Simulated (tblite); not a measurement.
Compound: C₉H₅NS₂.
Geometry (GFN2-xTB, Å), atoms numbered from 1 in this order:
```
atom  x, y, z in Å
C1     4.7041    1.4689   -1.8627
N2     3.7507    1.1297   -1.2748
C3     2.6635    0.7414   -0.5970
C4     2.5804    0.4576    0.7413
C5     1.2892    0.0788    1.1288
C6     0.3846    0.0716    0.0950
C7    -1.0022   -0.2614    0.1397
C8    -1.9097   -0.2686   -0.8888
C9    -3.2002   -0.6517   -0.4815
C10   -3.2703   -0.9327    0.8464
S11   -1.7581   -0.7365    1.6354
S12    1.1317    0.5427   -1.4044
H13    3.4224    0.5234    1.4064
H14    1.0183   -0.1836    2.1359
H15   -1.6496   -0.0060   -1.8991
H16   -4.0408   -0.7158   -1.1484
H17   -4.1212   -1.2459    1.4177
```

Method: GFN2-xTB as coded in tblite; computed harmonic values from a numerical Hessian at the method's own geometry, unscaled. The method is semi-empirical: single wavenumbers can be off by several per cent or more. One conformer, not necessarily the lowest.

Harmonic wavenumbers (cm⁻¹): 45.5, 64.6, 91.3, 149.4, 164.5, 254.1, 263.6, 356.0, 371.7, 437.2, 452.2, 503.9, 517.2, 532.1, 565.3, 642.4, 701.0, 716.1, 730.8, 737.5, 797.4, 810.2, 837.7, 841.1, 850.1, 868.2, 1048.3, 1076.5, 1084.1, 1145.4, 1178.7, 1185.5, 1224.2, 1325.7, 1362.6, 1442.6, 1454.9, 1522.2, 1560.9, 2167.5, 3126.0, 3132.1, 3137.7, 3142.9, 3166.6.

A = 2601, B = 387.1, C = 336.9 MHz; mass 190.986 u (most abundant isotopes); point group Cs, symmetry number 1.

Task: What is the zero-point energy?

Result: ½Σν̃ = 23893 cm⁻¹ = 285.82 kJ/mol.

Task: What is S at 200 K and 1 bar for an ideal gas of classical rigid rotors and harmonic oscillators?

Result: Translation 166.06, rotation 125.68, vibration 82.32: S = 374.1 J/(mol K).

Task: And Cp and H(200 K) − H(0)?

Result: Cp = 126.33 J/(mol K), of which vibrations give 93.07 (their classical limit is 45 R = 374.2); H(200 K) − H(0) = 15.64 kJ/mol without the zero-point energy, 8.99 from vibrations.

Task: How do the functions run with temperature in this model?

Result: 
```json
{"T (K)": "100", "S (J/(mol K))": "305.6", "Cp (J/(mol K))": "77.9", "H − H(0) (kJ/mol)": "5.49", "G − H(0) (kJ/mol)": "-25.07", "ln q(vib)": "1.84"}
{"T (K)": "300", "S (J/(mol K))": "434.8", "Cp (J/(mol K))": "175.6", "H − H(0) (kJ/mol)": "30.78", "G − H(0) (kJ/mol)": "-99.65", "ln q(vib)": "7.24"}
{"T (K)": "500", "S (J/(mol K))": "543.3", "Cp (J/(mol K))": "249.6", "H − H(0) (kJ/mol)": "73.90", "G − H(0) (kJ/mol)": "-197.74", "ln q(vib)": "12.81"}
{"T (K)": "800", "S (J/(mol K))": "675.3", "Cp (J/(mol K))": "309.8", "H − H(0) (kJ/mol)": "158.88", "G − H(0) (kJ/mol)": "-381.37", "ln q(vib)": "20.70"}
{"T (K)": "1000", "S (J/(mol K))": "747.1", "Cp (J/(mol K))": "333.1", "H − H(0) (kJ/mol)": "223.31", "G − H(0) (kJ/mol)": "-523.79", "ln q(vib)": "25.47"}
```

q(vib) and H(0) count from the zero-point level.

Task: Which modes carry the vibrational entropy at 200 K?

Result: 45.5 cm⁻¹: 17.64; 64.6 cm⁻¹: 14.76; 91.3 cm⁻¹: 11.96; 149.4 cm⁻¹: 8.10; 164.5 cm⁻¹: 7.38; 254.1 cm⁻¹: 4.37 J/(mol K); the other 39 give 18.11 together.

Hindered rotation and anharmonicity are outside this model. Other conformers, if any are populated, would add a mixing term that is left out.
